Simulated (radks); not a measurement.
Spherical quantum dot in the effective-mass picture: electrons in a well V = -V0 / (1 + exp((r - R)/a)) with V0 = 9.17, R = 6.7, a = 0.5, all in effective atomic units (hartree* = m*/eps^2 hartree, bohr* = eps/m* bohr), one dielectric constant everywhere. Calculated with a radial shooting solver with Libxc functionals: non-relativistic Kohn-Sham, LDA (Slater exchange, Perdew-Wang correlation), spin-polarised, spherical densities. Levels are named by radial order and angular momentum (1s, 1p, 1d, 2s, ...), and open shells are averaged over m.

N = 17, configuration 1s2 1p6 1d(up 5, down 4). This is the lowest configuration that the search found. Occupied and some empty levels:

level    occupation  eigenvalue (hartree*)  <r> (bohr*)
1s up             1                -5.4860        4.118
1s down           1                -5.4788        4.114
1p up             3                -5.4160        4.273
1p down           3                -5.4085        4.272
1d up             5                -5.2943        4.421
1d down           4                -5.2867        4.421
1f up             0                -5.1288        4.555
1f down           0                -5.1211        4.556
2s up             0                -4.9861        2.924
2s down           0                -4.9825        2.921
2p up             0                -4.7807        3.430
2p down           0                -4.7761        3.427

Energy (hartree*): total -120.392, kinetic 5.2519, external -151.97, Hartree 30.641, exchange-correlation -4.3112.

Electron density:

r (bohr*)  n(r) (e/bohr*^3)
0.620              0.001247
1.29               0.002577
1.95               0.006034
2.62                0.01316
3.28                0.02409
3.95                0.03362
4.61                0.03056
5.28                0.01410
5.95               0.002344
6.61              0.0001044
7.28              1.390e-06
7.94              9.861e-09
